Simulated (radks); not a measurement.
The bismuth anion Bi3-, [Rn], held by a Watson sphere: a shell of charge +3 at radius R that stands for the Madelung well of a crystal (potential energy -3/R inside, -3/r outside, in hartree with lengths in bohr). Method: scalar-relativistic Kohn-Sham, LDA (Slater exchange, VWN5 correlation), spin-polarised, spherical densities, finite nucleus; Fermi nuclear charge, rms radius of each element as measured or else 0.836 A^(1/3) + 0.57 fm; computed with a radial shooting solver on a logarithmic mesh with Libxc functionals. Response by self-consistent Sternheimer equations with the Hartree and adiabatic LDA kernel, the relativistic mass of each level held fixed and spin-orbit coupling left out. The sphere does not respond.

| R (bohr) | e(5d) (eV) | e(6s) (eV) | e(6p) (eV) | <r> 6p (bohr) | sum of <r^2> (bohr^2) | X-ray form factor at sin(theta)/lambda = 0.2 1/angstrom | alpha (bohr^3) |
|---|---|---|---|---|---|---|---|
| 3.07 | -26.224 | -15.325 | -6.262 | 3.059 | 108.6 | 69.953 | 72.30 |
| 3.21 | -25.938 | -14.961 | -6.047 | 3.115 | 111.2 | 69.937 | 78.76 |
| 3.45 | -25.530 | -14.402 | -5.685 | 3.213 | 115.7 | 69.924 | 91.32 |
| 3.72 | -25.165 | -13.862 | -5.295 | 3.321 | 121.0 | 69.927 | 107.9 |
| 3.8 | -25.071 | -13.718 | -5.183 | 3.353 | 122.6 | 69.930 | 113.3 |
| 5 | -24.145 | -12.230 | -3.788 | 3.812 | 147.7 | 70.032 | 230.4 |
| 5.12 | -24.084 | -12.133 | -3.676 | 3.856 | 150.4 | 70.042 | 246.4 |

Estimate the row for R = 3.73 bohr.

Answer. e(5d) (eV) -25.153; e(6s) (eV) -13.843; e(6p) (eV) -5.281; <r> 6p (bohr) 3.325; sum of <r^2> (bohr^2) 121.2; X-ray form factor at sin(theta)/lambda = 0.2 1/angstrom 69.927; alpha (bohr^3) 108.6.
